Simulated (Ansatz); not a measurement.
Reaction (redistribution): `C[CH]([SiH3])[GeH3]` + `C[O][Ga]([OH])[Cl]` → `[OH][Ga]([Cl])[O][SiH3]` + `C[CH](C)[GeH3]`

Program: Ansatz. Geometries: PBE0-D4/def2-TZVP. ΔE: electronic, gas phase. CCSD(T)/CBS is the MP2 limit (def2-TZVPP, def2-QZVPP) plus CCSD(T) − MP2 in def2-TZVPP, frozen cores. Functionals use def2-TZVPP. For Ga, Ge outer-core shells are correlated without core-valence functions, which leaves a few kJ/mol of doubt a bond. Scalar relativity is left out up to krypton. One conformer a species, not always the lowest.

Question: Is it downhill or uphill in electronic energy at CCSD(T)/CBS, and by how much? (An estimate is asked.)

Answer: Ansatz gave: Downhill: ΔE = -38.2 kcal/mol.

Question: What do these levels give: PBE-D4, PBE0-D4, ωB97M-V, B2PLYP, PBE, r2SCAN, PBE0, MP2/def2-TZVPP, SCS-MP2/def2-TZVPP, CCSD/def2-TZVPP, SCS-MP2/def2-QZVPP, CCSD/CBS(def2)? (Best estimate.)

Answer: Computed: PBE-D4 -33.6, PBE0-D4 -35.6, ωB97M-V -37.2, B2PLYP -38.3, PBE -33.9, r2SCAN -37.0, PBE0 -35.8, MP2/def2-TZVPP -39.5, SCS-MP2/def2-TZVPP -39.5, CCSD/def2-TZVPP -38.8, SCS-MP2/def2-QZVPP -39.7, CCSD/CBS(def2) -39.0 kcal/mol.

Largest T1 diagnostic among the species: 0.013.

In def2-TZVPP, CCSD(T) changes the Hartree–Fock value by +3.6 kcal/mol (the triples alone add +0.7 kcal/mol) and MP2 by +2.2 kcal/mol. From PBE to PBE0 (25 % exact exchange), in def2-TZVPP and without D4, ΔE moves by −2.0 kcal/mol.
